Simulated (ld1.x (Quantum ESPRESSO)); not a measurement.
nitrogen, RRKJ: configuration errors across variants

* Element: nitrogen
* Generator: ld1.x (Quantum ESPRESSO) 7.5
* Type: norm-conserving RRKJ (Kleinman–Bylander form)
* Functional: PBE
* Relativity: non-relativistic
* Frozen core: [He]
* Valence charge: 5
* Reference configuration: 2s2 2p2.5 (charge +0.5)
* Partial waves: 2s (bound): rc 1.00 bohr; 2p (bound): rc 1.95 bohr; 3d channel at 0.05 Ry: rc 1.55 bohr
* Local potential: the d channel
* Core correction: a·sin(br)/r model core inside 0.45 bohr

All-electron excitation energies from the reference (eV): (1) 2s2 2p3 -5.096; (2) 2s2 2p2 8.501; (3) 2s2 2p1 37.360; (4) 2s2 2p0 84.444; (5) 2s2 2p3.3 -6.717; (6) 2s1 2p3 20.248; (7) 2s0 2p5 17.884.

3 further variants failed, have other tests or another functional or relativity, and are left out.

Errors AE − PS in meV (a dash: test not solved or not reliable):

```csv
change,(1),(2),(3),(4),(5),(6),(7),bound ghosts
base,+7.0,+20,+366,+1745,+12,-65,+72,none
wave 3d channel at 0.05 Ry: rc 1.55 bohr becomes 3d channel at 0.05 Ry: rc 2.14 bohr,+8.1,+21,+381,+1778,+14,-62,+72,none
local potential the s channel,+7.2,+20,+371,+1764,+12,-69,+67,none
wave 2s (bound): rc 1.00 bohr becomes 2s (bound): rc 1.20 bohr,+7.1,+20,+370,+1759,+12,-66,+69,none
wave 3d channel at 0.05 Ry: rc 1.55 bohr becomes 3d channel at 2.69 Ry: rc 1.55 bohr,+6.9,+20,+365,+1742,+11,-65,+72,none
"type ultrasoft; waves now 2s (bound): rcut 0.85, rcutus 1.00 bohr; 2s channel at 1.4 Ry: rcut 0.85, rcutus 1.00 bohr; 2p (bound): rcut 1.70, rcutus 1.95 bohr; 2p channel at 1.1 Ry: rcut 1.70, rcutus 1.95 bohr; 3d channel at 0.05 Ry: rcut 1.35, rcutus 1.55 bohr; local potential all-electron potential smoothed inside 1.85 bohr (lloc = -1); augmentation PSQ, radius 0.70 bohr",-0.2,-0.6,-2.2,+49,-0.3,+13,+43,none
"all radii but the core radius scaled by about 0.84 (s 0.84, p 1.64, d 1.30 bohr)",+2.8,+8.9,+178,+917,+4.6,-25,+50,none
wave 2p (bound): rc 1.95 bohr becomes 2p (bound): rc 2.28 bohr,+16,+40,+674,+2981,+28,-131,+93,none
wave 2s (bound): rc 1.00 bohr becomes 2s (bound): rc 0.84 bohr,+7.1,+20,+370,+1761,+12,-66,+70,none
```

Problem. Give the same row for: core correction a·sin(br)/r model core inside 1.24 bohr.

Solution. +6.9, +20, +362, +1729, +12, -65, +72; bound ghosts: none.
